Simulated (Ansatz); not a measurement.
Basis sets compared for Cu4Se2 (the lowest singlet isomer of a short search). Total charge 0; singlet. Geometry B3LYP-D4/def2-SVP. Ansatz on 4 threads of AMD EPYC 9R45 on a shared host; times are rough, and most runs start from earlier orbitals.

```xyz
6

Cu    1.099    0.566   -0.541
Cu   -0.243    0.954    1.580
Cu   -1.098   -0.313   -0.723
Cu    0.241   -1.488    1.087
Se   -0.851    2.065   -0.315
Se    0.852   -1.784   -1.089
```

The 6-31G sets use Cartesian d functions. This restricted singlet of an open-shell metal (gap down to 0.29 eV) wasn't tested against broken symmetry. Another isomer (singlet) lies 0.02 eV lower at PBE0-D4/def2-TZVP; other spin states weren't run for this one.

Binding counts from free atoms (Cu doublet, Se triplet) in the same basis, without a counterpoise term.

```
               level  functions  energy (Eh)  HOMO (eV)  LUMO (eV)  binding per atom (eV)  wall time
           HF/STO-3G        108  -11228.6352      -4.73       0.13                      –      4.1 s
            HF/6-31G        174  -11353.6272      -7.74      -1.40                   1.82        2 s
     PBE-D4/def2-SVP        188  -11362.1916      -4.40      -4.11                   2.87      1.5 s
    PBE-D4/def2-TZVP        276  -11363.7723      -4.83      -4.49                   2.47      2.3 s
    PBE0-D4/def2-SVP        188  -11362.3402      -5.51      -3.49                   2.55        3 s
   PBE0-D4/def2-TZVP        276  -11363.8850      -5.85      -3.83                   2.26      6.5 s
r2SCAN0-D4/def2-TZVP        276  -11365.1229      -5.94      -3.80                   2.26      8.5 s
```

Question: Estimate the rows for PBE-D4/def2-TZVPD, PBE0-D4/def2-TZVPD, r2SCAN0-D4/def2-TZVPD.

Answer: 
```csv
level,functions,energy (Eh),HOMO (eV),LUMO (eV),binding per atom (eV),wall time
PBE-D4/def2-TZVPD,306,-11363.7747,-4.87,-4.52,2.48,3.1 s
PBE0-D4/def2-TZVPD,306,-11363.8868,-5.88,-3.86,2.26,7.5 s
r2SCAN0-D4/def2-TZVPD,306,-11365.1245,-5.96,-3.82,2.26,11 s
```
